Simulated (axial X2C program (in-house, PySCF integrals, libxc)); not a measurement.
# Potential curves of TlH, 2c

Computed with an in-house relativistic program for diatomic molecules. Two-component (2c) means X2C with spin–orbit coupling and atomic mean-field two-electron Coulomb and Gaunt terms. Basis: Tl dyall-cv3z [12s14p10d7f1g], H dyall-v3z [6s2p1d] (cores contracted in-house); Gaussian nuclei, density fitting, unrestricted open shells. Masses: Tl 204.974 u, H 1.008 u.

State: Ω = 0 (closed shell). Energies in kJ/mol from the fragments at the same level (Tl + H). Fits are polynomials in 1 − R0/R over 0.85 to 1.23 times the lowest point R0.

```csv
R (Å),HF
1.6356,-78.06
1.7108,-94.63
1.7672,-101.87
1.8236,-105.61
1.8800,-106.51
1.9458,-104.69
2.0116,-100.43
2.0962,-92.25
2.1996,-79.31
2.3500,-56.92
```

The state is one determinant whose occupation by symmetry is held fixed; it was picked as the lowest of a PBE0 search that is not exhaustive. The closed shell is kept restricted, so the energy runs too high when the bond is stretched far. De is counted from the lowest determinant-based energies of the atoms at the same level, without counterpoise correction.

Problem. Fit the HF curve near its minimum: give the equilibrium distance, the harmonic wavenumber and the well depth.

Solution. At HF, 2c: Re = 1.872 Å, ωe ≈ 1440 cm⁻¹, De = 1.10 eV to Tl + H; Be follows as 4.8 cm⁻¹.
